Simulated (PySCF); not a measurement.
# One molecule, several mistakes: AlBCH7Si

Calculated results; nothing here was measured. They come from PySCF 2.14.0, an open-source quantum chemistry program, on an isolated molecule that a program drew, which may never have been made. The molecule is AlBCH7Si (charge 0, doublet), drawn as the SMILES string `C[SiH][BH][AlH2]`.

Each row is a Hartree-Fock (HF) and frozen-core CCSD(T) single point in the cc-pV(D+d)Z basis, meant for a local HF minimum. Run 1 is clean. Each other run has one planted mistake out of seven kinds, and not every kind appears here: one electron removed, one electron added, multiplicity raised by two, geometry at a saddle point, minimal basis STO-3G, one bond length entered in bohr, all coordinates scaled. The reference is restricted for singlets and unrestricted otherwise, and also for a bond in bohr. Adding or removing an electron swaps singlet and doublet. Electrons count all cores. HOMO and LUMO are orbital energies over both spins, the gradient is its largest component, and the lowest frequency (negative if imaginary) is given only where the gradient is small. Bond lengths are over the 10 bonds as drawn. T1 is the CCSD diagnostic: over 0.02 (restricted) or 0.045 (unrestricted) a single reference is doubtful.

Geometry of the clean run:
```xyz
11
AlBCH7Si, angstrom
C    -0.9611   -0.8880    3.4195
Si    0.0425    0.4956    2.6304
B     0.0231    1.0325    0.7780
Al   -1.1369    0.1850   -0.8009
H    -0.2995   -1.6330    3.8707
H    -1.5965   -1.3924    2.6884
H    -1.5998   -0.4937    4.2149
H     0.8872    1.1501    3.6570
H     0.7644    1.9524    0.5339
H    -2.5876    0.7293   -1.1579
H    -0.5923   -1.0186   -1.6857
```

| run | electrons | basis functions | <S^2> | HOMO (eV) | LUMO (eV) | gradient (hartree/bohr) | lowest frequency (cm^-1) | mean bond (Å) | longest bond (Å) | T1 | HF (hartree) | CCSD(T) (hartree) | mistake |
|---|---|---|---|---|---|---|---|---|---|---|---|---|---|
| 1 | 45 | 109 | 0.761 | -7.99 | 0.61 | 1.2e-05 | 61 | 1.5094 | 2.135 | 0.0141 | -597.41404 | -597.87339 | no fault |
| 2 | 44 | 109 | 0.000 | -15.00 | -6.27 | 5.9e-02 | - | 1.5094 | 2.135 | 0.0151 | -597.15286 | -597.59121 | one electron removed |
| 3 | 45 | 109 | 3.767 | -4.93 | -1.01 | 4.5e-02 | - | 1.5094 | 2.135 | 0.0223 | -597.27778 | -597.73027 | ? |
| 4 | 45 | 109 | 1.466 | -7.89 | 0.18 | 1.8e-02 | - | 1.6067 | 2.135 | 0.0682 | -597.28387 | -597.74571 | ? |

**Which mistake was planted in run 3, and what did it cost?**

Electrons, basis and geometry are unchanged, and <S^2> is 3.767, beside S(S+1) = 3.75 for a multiplicity of 4. So the mistake is: multiplicity raised by two. Subtracting run 1 and multiplying by 627.51 kcal/mol a hartree, the energy moved by 85.5 kcal/mol in HF and 89.8 kcal/mol in CCSD(T).

**Which mistake was planted in run 4, and what did it cost?**

The mean bond changes by a factor of 1.064 and the longest by 1.000, so the molecule wasn't scaled as a whole. A length L in bohr read as angstrom grows by (1/0.5292 - 1) L = 0.890 L. The 10 bonds together grew by 10 x 0.0973 = 0.973 Å, which gives L = 1.094 Å. That is the length of one of the C-H bonds, 1.094 Å in the clean geometry. So the mistake is: one bond length entered in bohr. Subtracting run 1 and multiplying by 627.51 kcal/mol a hartree, the energy moved by 81.7 kcal/mol in HF and 80.1 kcal/mol in CCSD(T).

Cautions from the logs. Run 4: T1 is over the limit, so its CCSD(T) energy is less reliable.
